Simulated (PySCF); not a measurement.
benzenedithiol (C₆H₆S₂), SMILES Sc1ccc(S)cc1.

Geometry: PBE0-D3(BJ)/def2-SVP. Other conformers were not sampled.

These are M06-2X/def2-TZVP in PySCF values and carry that method's errors.

Symmetry labels are those of the subgroup C2 that the program uses (full group C2).

Computed valence orbital energies around the gap with their symmetry:
```json
[
 {"orbital": "HOMO−7", "symmetry": "A", "energy (eV)": "-12.19"},
 {"orbital": "HOMO−6", "symmetry": "B", "energy (eV)": "-11.72"},
 {"orbital": "HOMO−5", "symmetry": "B", "energy (eV)": "-11.17"},
 {"orbital": "HOMO−4", "symmetry": "A", "energy (eV)": "-10.70"},
 {"orbital": "HOMO−3", "symmetry": "A", "energy (eV)": "-10.68"},
 {"orbital": "HOMO−2", "symmetry": "B", "energy (eV)": "-8.83"},
 {"orbital": "HOMO−1", "symmetry": "B", "energy (eV)": "-8.76"},
 {"orbital": "HOMO", "symmetry": "A", "energy (eV)": "-6.99"},
 {"orbital": "LUMO", "symmetry": "A", "energy (eV)": "0.16"},
 {"orbital": "LUMO+1", "symmetry": "B", "energy (eV)": "0.28"},
 {"orbital": "LUMO+2", "symmetry": "A", "energy (eV)": "0.82"},
 {"orbital": "LUMO+3", "symmetry": "B", "energy (eV)": "1.20"}
]
```
